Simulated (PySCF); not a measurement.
Relaxation of singlet AsOF

All numbers come from PBE0/[As def2-TZVP, O def2-TZVP, F def2-TZVP], no relativity, density fitting, PySCF. A (50,194) grid was used.

A start displaced from a saddle point along its imaginary mode, of Cs symmetry, held to at least that symmetry:

```xyz
3
charge 0 multiplicity 1, angstrom
As    0.0005    0.0473   -0.0947
O    -0.0013   -0.1200   -1.7085
F    -0.0009   -0.0855    1.8118
```

Optimiser trace:
```tsv
step	E − E(last) (kJ/mol)	largest gradient (Eh/bohr)
0	197.67	0.02426
1	152.44	0.03840
2	91.02	0.07126
3	32.18	0.06317
4	8.98	0.05458
5	1.11	0.01624
6	0.09	0.00293
7	0.01	0.00110
8	0.00	0.00003
```

It ends at Cs with As–F 1.744 Å, As–O 1.597 Å; F–As–O 105.6°. No frequency check is given, so it may be a saddle point. Other isomers or separated fragments may lie lower.

Final geometry:
```xyz
3
charge 0 multiplicity 1, angstrom
As    0.0067    0.6166   -0.0771
O    -0.0046   -0.4247   -1.2883
F    -0.0038   -0.3501    1.3740
```

The relaxation took roughly 30 core-seconds on a shared host.
